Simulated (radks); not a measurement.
Results of a calculation; reference values are marked as such.
Initial-state core-level shifts of the europium ion Eu+ when its valence configuration changes from [Xe] 4f7 6s1. Code: a radial shooting solver on a logarithmic mesh with Libxc functionals. Model: Dirac Kohn-Sham, BLYP, spin-unpolarised, spherical densities, point nucleus; open shells fill j = l - 1/2 first. Shifts are changes of the shell-averaged eigenvalues in eV (positive: less bound).

| valence | 1s | 3s | 4s | 5s |
|---|---|---|---|---|
| 4f6 6s2 | -8.411 | -9.857 | -9.484 | -5.847 |
| 4f7 5d0.5 6s0.5 | +0.860 | +0.863 | +0.876 | +0.950 |
| 4f6 5d0.5 6s0.5 6p1 | -8.276 | -9.693 | -9.323 | -5.693 |
| 4f8 | +5.473 | +6.344 | +6.255 | +4.261 |
| 4f6 5d1 6s1 | -6.113 | -7.517 | -7.141 | -3.516 |
| 4f7 6p1 | -1.072 | -1.049 | -1.058 | -1.091 |
| 4f6.5 6s1.5 | -3.943 | -4.604 | -4.458 | -2.821 |
| 4f7 5d1 | +1.620 | +1.628 | +1.654 | +1.805 |
